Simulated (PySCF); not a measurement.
C₆ coefficients of unlike pairs at UHF

Calculated with PySCF 2.14 from the dipole response of each species, C₆(A,B) = (3/π) ∫ α_A(iu) α_B(iu) du, in atomic units, from isotropic polarisabilities. For ions this is the dispersion term alone; charge-induced terms of lower order in 1/R come first.

| species | configuration | basis | relativity | α (bohr³) | C₆ (like pair) |
| --- | --- | --- | --- | --- | --- |
| Ge²⁺ | [Ar] 3d10 4s2 (1S) | aug-cc-pVTZ-PP with one added diffuse shell each of s, d, f type with ECP10MDF (7s5p5d3f) | core potential | 11.96 | 46.64 |
| C²⁺ | [He] 2s2 (1S) | x2c-TZVPPall with one added diffuse shell each of s, p, d type (6s4p3d1f) | spin-free X2C | 4.490 | 7.061 |
| Cr²⁺ | [Ar] 3d4 (5D) | aug-cc-pVQZ-DK (9s8p6d4f3g2h) | spin-free X2C | 3.659 | 10.90 |
| Re³⁺ | [Xe] 4f14 5d4 (5D) | aug-cc-pwCVTZ-PP with ECP60MDF (8s8p7d4f3g) | core potential | 6.916 | 35.84 |

Problem. Estimate C₆ for C²⁺ with Ge²⁺.

Solution. The integral gives 18.13. The combination rule 2 C_A C_B / (C_A α_B/α_A + C_B α_A/α_B) gives 18.14 and the geometric mean 18.15.

No spin-orbit coupling is included.

The other pairs:

| pair | C₆ |
| --- | --- |
| Cr²⁺, C²⁺ | 7.952 |
| Re³⁺, Cr²⁺ | 19.70 |
| Re³⁺, C²⁺ | 14.78 |
| Re³⁺, Ge²⁺ | 37.52 |
| Cr²⁺, Ge²⁺ | 20.18 |
